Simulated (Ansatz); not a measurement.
`CO[SiH2][SiH2]F` → `CO[SiH3]` + `F[SiH]` at 700 K and 1 bar (silylene formation by 1,1-elimination).

Program: Ansatz. Geometries: PBE0-D4/def2-TZVP. ΔE: electronic, gas phase. CBS: MP2 limit from def2 TZ/QZ plus the TZ coupled-cluster correction, frozen cores. This one scheme is used for every species. One conformer a species, not always the lowest.

```csv
species,CCSD(T)/CBS energy (Eh),H − E (kJ/mol),S (J/(mol·K))
`CO[SiH2][SiH2]F`,-795.46506,298.9,519.0
`CO[SiH3]`,-405.93001,235.1,385.6
`F[SiH]`,-389.46371,50.0,276.0
```

H − E and S are ideal-gas, rigid-rotor, harmonic terms from PBE0-D4/def2-TZVP, for one conformer and one mirror image of each species. 1 Eh = 2625.50 kJ/mol, R = 8.31446 J/(mol·K).

Problem. By hand: ΔE, ΔH, ΔS and ΔG.

Solution. ΔE = (-405.93001) + (-389.46371) − (-795.46506) = 0.07134 Eh = 187.3 kJ/mol. Δ(H − E) = 235.1 + 50.0 − 298.9 = -13.8, so ΔH = 173.5 kJ/mol. ΔS = 385.6 + 276.0 − 519.0 = 142.6 J/(mol·K). ΔG = 173.5 − 700 × (142.6)/1000 = 73.7 kJ/mol.

Problem. By hand: the equilibrium constant, and the temperature at which ΔG would vanish if ΔH and ΔS stayed fixed.

Solution. log₁₀ K = −ΔG/(RT ln 10) = -5.5. ΔG = 0 at ΔH/ΔS = 1217 K.

The number of gas molecules changes by +1, which sets the sign of ΔS. A doubt of 5 kJ/mol in ΔE shifts log₁₀ K by 0.4 here. Other conformers and mirror images would add mixing entropy, several J/(mol·K) or more a flexible species. Modes under 60 cm⁻¹, often nearly free rotors, make the harmonic entropy too high. These are equilibria of isolated gas molecules and say nothing of rates. Largest T1 diagnostic: 0.015 (customary marks: 0.02 for closed shells, 0.045 for open ones).
